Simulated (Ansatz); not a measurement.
**Cost against result**

The pair of Br⁻ (SMILES [Br-], atom 1) and GeH4 (SMILES [GeH4], atoms 2–6), both closed shells, in one local arrangement (a lower one may exist), relaxed at PBE0-D4/def2-TZVPD:

Br1  (-0.068, 0.190, -3.460)
Ge2  (0.012, -0.034, 0.640)
H3  (-1.249, 0.559, 1.312)
H4  (1.215, 0.714, 1.263)
H5  (-0.024, 0.066, -0.899)
H6  (0.114, -1.494, 1.144)
(Å)

Interaction energies are counterpoise-corrected; the time is that of the whole pair.

Computed with Ansatz 0.2.0 (basis: as named in each row); correlated methods freeze the cores. Filled d shells of the heavier atoms are correlated. The def2 sets are not built for correlating such inner shells, so the correlated values are less sure here. B3LYP uses VWN-RPA correlation. Extrapolation: Hartree–Fock as exp(−7.88 √X), correlation as X^−2.97.

Times are rough, for one single point on 4 threads of a shared host (Intel Xeon Platinum 8375C).

The estimate by CCSD(T) at an estimated basis limit (MP2 extrapolated from triple and quadruple zeta, plus CCSD(T) − MP2 in triple zeta) is -20.0 kJ/mol.

```csv
method,basis,time (s),interaction energy (kJ/mol),method less estimate
HF,STO-3G,under 1,-3.5,16.5
PBE-D4,STO-3G,under 1,-27.4,-7.4
SPW92,def2-SVP,under 1,-44.0,-24.0
PBE-D4,def2-SVP,under 1,-33.5,-13.6
B3LYP-D4,6-31G,under 1,-18.7,1.2
PBE0-D4,def2-SVP,under 1,-27.9,-8.0
revPBE-D4,def2-TZVPPD,under 1,-22.9,-3.0
PBE-D4,def2-TZVPPD,under 1,-26.1,-6.1
BLYP-D4,def2-TZVPPD,1,-22.1,-2.1
PBE0-D4,def2-TZVPPD,1,-22.4,-2.5
B3LYP-D4,def2-TZVPPD,1,-20.4,-0.4
CCSD(T),def2-SVP,2,-11.1,8.8
r2SCAN-D4,def2-TZVPPD,2,-21.0,-1.0
HSE06-D4,def2-TZVPPD,2,-22.7,-2.8
wB97M-V,def2-SVP,2,-21.4,-1.4
B2PLYP,def2-TZVPPD,2,-15.0,5.0
B97M-V,def2-TZVPPD,3,-19.4,0.6
wB97X-V,def2-TZVPPD,3,-17.1,2.9
wB97M-V,def2-TZVPPD,4,-17.9,2.0
MP2,def2-QZVPPD,7,-18.8,1.2
CCSD(T),def2-TZVPPD,24,-15.2,4.8
```

T1 diagnostic: at most 0.012.
